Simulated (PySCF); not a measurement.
A structure optimised at PBE-D3(BJ)/def2-SVP, used in a PySCF frequency run:

```
O
C 1 1.4134
C 1 1.4138 2 114.76
H 3 1.1102 1 106.09 2 -161.47
H 2 1.1165 1 112.78 3 -67.10
H 3 1.1174 4 107.36 1 -119.31
H 2 1.1179 5 106.91 1 -122.53
C 2 1.5213 5 108.67 7 -118.18
O 8 1.4078 2 108.06 5 56.09
C 9 1.4052 8 112.97 2 179.97
H 10 1.1076 9 107.81 8 179.91
H 10 1.1183 11 108.52 9 -121.75
H 10 1.1184 11 108.52 12 -116.52
H 8 1.1193 9 111.74 10 59.49
H 8 1.1195 14 106.67 9 122.30
C 3 1.5388 4 109.74 6 -118.34
H 16 1.1103 3 109.92 4 178.11
O 16 1.4138 17 106.31 3 122.05
C 18 1.4094 16 114.26 17 158.24
H 19 1.1077 18 107.40 16 -177.17
H 19 1.1165 20 107.91 18 122.68
H 19 1.1179 20 108.43 21 116.25
H 16 1.1181 17 107.31 18 119.72
```

Problem. Write its SMILES and formula.

Solution. COCCOCCOC, C6H14O3

Problem. What are its rotational constants (standard atomic weights)?

Solution. 7.5953, 0.43478, 0.42525 GHz
